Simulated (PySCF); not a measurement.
C2BFN2O2. Atoms are numbered in the order given.

```xyz
8

B      0.0000     0.0000    -0.8373
F      0.0000     0.0000    -2.1599
N      0.0000    -1.2349    -0.1492
C      0.0000    -2.2120     0.5417
O      0.0000    -3.1712     1.2009
N      0.0000     1.2349    -0.1492
C      0.0000     2.2120     0.5417
O      0.0000     3.1712     1.2009
```

Geometry: PBE0-D3(BJ)/def2-SVP. The values are those of a single conformer.

All values below come from PySCF with M06-2X/def2-TZVP.

The molecule is in vacuum.

Computed frontier levels, gap, dipole moment and polarisability:
```
Property                                                                                                       Result
---------------------------------------------------------------------------------------------  ----------------------
highest occupied level                                                                                      -10.50 eV
lowest empty level                                                                                           -0.77 eV
orbital gap                                                                                                   9.73 eV
dipole moment                                                                                                  0.27 D
quadrupole, principal values (traceless, Buckingham form, about the centre of nuclear charge)  -8.62, -1.19, 9.80 D·Å
mean static polarisability                                                                       53.3 bohr³ (7.89 Å³)
polarisability, principal values                                                               28.4, 48.4, 83.0 bohr³
```
